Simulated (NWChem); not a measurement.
Species: BaCl cation; SMILES [Cl][Ba+]

Results from NWChem. The geometry was optimised at PBE0/def2-SVP. def2 effective core potentials on Ba; no spin-orbit coupling. Level: PBE0/def2-SVPD; rows give the wavelength of the field.

| field | isotropic polarisability (bohr³) | anisotropy (bohr³) |
|---|---|---|
| static | 40.1 | 34.0 |
| 1065 nm | 40.6 | 34.8 |
| 589 nm | 41.8 | 36.7 |
